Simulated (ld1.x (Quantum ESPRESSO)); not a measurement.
## Nd: one change to a TM potential, before and after

* Element: neodymium (Nd)
* Generator: ld1.x (Quantum ESPRESSO) 7.5
* Type: norm-conserving Troullier–Martins (Kleinman–Bylander form)
* Functional: LDA (PZ)
* Relativity: scalar-relativistic
* Frozen core: [Kr] 4d10 5s2
* Valence charge: 12
* Reference configuration: 4f4 5p6 5d0 6s1 6p1
* Partial waves: 6s (bound): rc 3.65 bohr; 5p (bound): rc 1.55 bohr; 5d (bound, empty): rc 4.05 bohr; 4f (bound): rc 1.55 bohr
* Local potential: all-electron potential smoothed inside 2.10 bohr (lloc = -1)
* Core correction: none

Occupied shells without a wave of their own: 6p. They enter only through the test configuration that unscreens the potential.

Change: all radii scaled by about 1.28 (s 4.66, p 1.98, d 5.18, f 1.98 bohr); local potential all-electron potential smoothed inside 2.68 bohr (lloc = -1).

Cutoffs: the cutoffs (Ry, on a coarse ladder) from which the occupation-weighted sum of valence levels, in a spherical-Bessel basis at the reference potential, stays within 10 and 1 mRy of its value at 400 Ry; they do not see the model core or the augmentation charge, which bear on the density cutoff. Errors are all-electron minus pseudo energies relative to the spin-unpolarised reference configuration.

What does the change do?

The potential gets softer (160 Ry and 230 Ry → 100 Ry and 160 Ry); both files keep a bound ghost (s); the number of tests that count goes from 8 to 7; of the 6 tests that both files solve, the error grows in 6 and shrinks in 0 by more than 15 % and 0.3 meV (median size 2.9 → 71.6 meV). A larger radius leaves more room for a smooth pseudo-wave, so fewer plane waves are needed. More of the atom is replaced by a form fitted at one configuration, so other configurations suffer.

| quantity | base | changed |
| --- | --- | --- |
| cutoff, loose | 160 Ry | 100 Ry |
| cutoff, tight | 230 Ry | 160 Ry |
| loose cutoff by channel (10 mRy a level) | s 6 Ry, p 25 Ry, f 140 Ry | s 6 Ry, p 21 Ry, f 100 Ry |
| bound ghosts | s | s |
| largest miss of a reference level, eV | 0.00 | 0.06 |
| tests counted (converged, no solver errors) | 8 of 9 | 7 of 9 |
| error for 4f4 5p6 5d0 6s2 6p0, meV [ΔE -2.43 eV] | -2.0 | -55 |
| error for 4f4 5p6 5d0 6s1 6p0, meV [ΔE 3.57 eV] | -4.5 | -102 |
| error for 4f4 5p6 5d0 6s0 6p0, meV [ΔE 14.56 eV] | -7.9 | -178 |
| error for 4f4 5p6 5d1 6s0 6p0, meV [ΔE 4.68 eV] | +0.2 | -23 |
| error for 4f4 5p6 5d0 6s0 6p2, meV [ΔE 2.58 eV] | +1.0 | +66 |
| error for 4f4 5p6 5d0 6s1.5 6p0, meV [ΔE -0.03 eV] | -3.8 | -77 |

Base: Tests not counted: 4f4 5p5 5d0 6s2 6p0 (solver errors, printed error -885 eV). The 6p level has no wave, so the channel is fitted at the deeper level alone: the likely source of the large errors. Changed file: Tests not counted: 4f4 5p6 5d0 6s1 6p1 (spin-polarised) (solver errors, printed error -1020 eV); 4f4 5p6 5d0 6s2 6p0 (spin-polarised) (solver errors, printed error -1024 eV). The 6p level has no wave, so the channel is fitted at the deeper level alone: the likely source of the large errors. A true bound ghost makes a file unfit for plane-wave use even where its test errors are small: the radial tests pick states by their node count and pass the ghost by. Where a test does run into it, the solver fails or the error is huge.
